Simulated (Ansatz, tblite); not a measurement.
Removing an electron: (CuSH)4 ring (Cu4H4S4). The state is a singlet with charge 0. Geometry: r2SCAN-D4/def2-SVP. Ansatz, gas phase; energy differences of separate SCF runs; the oxidised species was run as a doublet alone.

```csv
atom,x (Å),y (Å),z (Å)
Cu1,-0.057,-0.725,1.611
S2,-1.679,0.633,2.252
Cu3,-1.741,0.291,0.068
S4,-1.958,-0.025,-2.109
Cu5,0.060,0.725,-1.610
S6,2.083,1.543,-1.254
Cu7,1.745,-0.291,-0.068
S8,1.556,-2.152,1.111
H9,-2.580,-0.323,2.599
H10,-2.524,1.176,-2.400
H11,2.691,0.950,-2.315
H12,2.403,-1.802,2.115
```

The xTB rows come from tblite.

Estimate orbital energies and vertical ionisation energies at: GFN1-xTB; GFN2-xTB; PBE-D4/def2-TZVP; PBE0-D4/def2-TZVP; ωB97X-V/def2-TZVP.


```json
{"level": "GFN1-xTB", "−HOMO (eV)": "10.90", "vertical IE (eV)": "13.05", "−LUMO (eV)": "7.57", "HOMO–LUMO gap (eV)": "3.33"}
{"level": "GFN2-xTB", "−HOMO (eV)": "10.73", "vertical IE (eV)": "12.96", "−LUMO (eV)": "5.60", "HOMO–LUMO gap (eV)": "5.13"}
{"level": "PBE-D4/def2-TZVP", "−HOMO (eV)": "5.42", "vertical IE (eV)": "7.77", "−LUMO (eV)": "2.18", "HOMO–LUMO gap (eV)": "3.25"}
{"level": "PBE0-D4/def2-TZVP", "−HOMO (eV)": "6.95", "vertical IE (eV)": "8.43", "−LUMO (eV)": "1.40", "HOMO–LUMO gap (eV)": "5.56"}
{"level": "ωB97X-V/def2-TZVP", "−HOMO (eV)": "9.25", "vertical IE (eV)": "8.89", "−LUMO (eV)": "-0.55", "HOMO–LUMO gap (eV)": "9.79"}
```

 Raw xTB energy differences between charge states are shifted by several eV; the methods need an empirical correction for them.
